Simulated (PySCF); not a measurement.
# Substituent chemical shifts

Parent skeleton `[CH3:1][CH2:2][CH:3]([SiH3:4])[SiH3:5]`; one hydrogen on atom 1 is replaced by X. Hydrogens on one atom are averaged.

[PySCF: PBE0/pcSseg-1 with gauge-including orbitals; GFN2-xTB geometry; non-relativistic; equivalent nuclei averaged; in vacuum; a single conformation]

Referencing at the same level of theory: TMS for 13C (σ = 186.93 ppm), 29Si (σ = 349.16 ppm), 1H (σ = 31.72 ppm).

Problem. Give δ (ppm) for X = NH2, SH, propynyl, SOCH3, NHSiH3, CH2Cl, CH2OCH3.

Solution. 
```
       X                       SMILES    C1    C2   C3    Si4    Si5  H(C1)  H(C2)  H(C3)  H(Si4)
     NH2           NCCC([SiH3])[SiH3]  45.9  36.6  1.1  -75.9  -75.9   3.02   1.86   0.47    4.14
      SH           [SiH3]C([SiH3])CCS  34.4  41.8  3.6  -65.9  -65.9   2.45   1.67   0.16    3.91
propynyl        CC#CCCC([SiH3])[SiH3]  23.0  33.1  0.1  -67.2  -67.2   2.45   1.61   1.07    3.90
   SOCH3  C[S@@](=O)CCC([SiH3])[SiH3]  54.3  19.4  1.2  -65.5  -67.6   2.16   2.36   0.90    3.94
  NHSiH3     [SiH3]NCCC([SiH3])[SiH3]  53.3  39.2  0.4  -66.2  -66.2   2.93   1.57   0.15    3.93
   CH2Cl         [SiH3]C([SiH3])CCCCl  40.0  31.7  3.0  -66.2  -66.2   1.70   1.75   0.17    3.94
 CH2OCH3         COCCCC([SiH3])[SiH3]  38.4  30.8  3.4  -67.4  -67.4   1.58   1.64   0.14    3.89
```

Problem. Which position responds most, and to which substituents?

Solution. C1: from 23.0 ppm with propynyl to 54.3 ppm with SOCH3.
